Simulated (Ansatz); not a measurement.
Geometry optimisation, RKS PBE0-D4/6-31G* (Ansatz).

Input:

```yaml
crystal:
  periodic: [false, false, false]
  atoms:
    - { symbol: B, position_ang: [0.2619, -2.307, 0.4413] }
    - { symbol: Si, position_ang: [0.6167, -0.5058, -0.276] }
    - { symbol: C, position_ang: [2.0695, -0.2597, -1.3993] }
    - { symbol: "N", position_ang: [-0.7729, 0.217, -1.0324] }
    - { symbol: Si, position_ang: [-0.5351, 1.2558, 0.3706] }
    - { symbol: C, position_ang: [-1.8999, 1.0822, 1.6465] }
    - { symbol: F, position_ang: [-0.0704, 2.8115, -0.1172] }
    - { symbol: H, position_ang: [0.8842, -3.18, 0.0756] }
    - { symbol: H, position_ang: [-0.6647, -2.3799, 1.2452] }
    - { symbol: H, position_ang: [3.0146, -0.6308, -0.8475] }
    - { symbol: H, position_ang: [1.9429, -0.8269, -2.3066] }
    - { symbol: H, position_ang: [2.2406, 0.8253, -1.5991] }
    - { symbol: H, position_ang: [-0.5817, 0.7623, -1.8881] }
    - { symbol: H, position_ang: [-1.6696, 1.6538, 2.5781] }
    - { symbol: H, position_ang: [-2.0141, -0.0218, 1.9108] }
    - { symbol: H, position_ang: [-2.8449, 1.4813, 1.2424] }
basis:
  gaussian: { orbitals: "6-31G*" }
hamiltonian:
  xc: pbe0
  dispersion: d4
relax:
  f_tol: 0.015
  max_steps: 40
```

Command:

```bash
$ ansatz run input.yaml --threads 2 --pin off --max-ram 3072MiB --backend cpu --events-out ev --progress --plain --runs-dir out
```

Problem. Where does it end, and by what steps?

Solution. It converged. After 15 steps the energy has fallen by 1.086 eV; H8 moved furthest, 0.99 Å.

```
step  energy less start (eV)  largest force component (eV/Å)  accepted
   0                  0.0000                           2.169       yes
   1                 -0.5650                           1.158       yes
   2                 -0.6840                           0.776       yes
   3                 -0.8503                           0.479       yes
   4                 -0.9751                           0.330       yes
   5                 -1.0450                           0.385       yes
   6                 -1.0684                           0.234       yes
   7                 -1.0757                           0.276       yes
   8                 -1.0806                           0.271       yes
   9                 -1.0834                           0.043       yes
  10                 -1.0844                           0.052       yes
  11                 -1.0837                           0.120        no
  12                 -1.0855                           0.042       yes
  13                 -1.0859                           0.052       yes
  14                 -1.0861                           0.038       yes
  15                 -1.0863                           0.014       yes
```

```xyz
16
Properties=species:S:1:pos:R:3
B 0.277 -2.251 0.392
Si 0.612 -0.559 -0.553
C 2.221 -0.278 -1.487
N -0.790 0.388 -1.106
Si -0.540 1.149 0.399
C -1.901 1.145 1.673
F 0.033 2.664 0.357
H 1.165 -2.826 0.959
H -0.844 -2.638 0.573
H 3.069 -0.629 -0.887
H 2.231 -0.829 -2.434
H 2.366 0.784 -1.707
H -1.375 0.418 -1.929
H -1.525 1.458 2.653
H -2.324 0.140 1.761
H -2.698 1.839 1.381
```

The run took 100 s on 2 threads of Arm Neoverse V1, with other jobs on the host, peak memory 0.4 GiB.
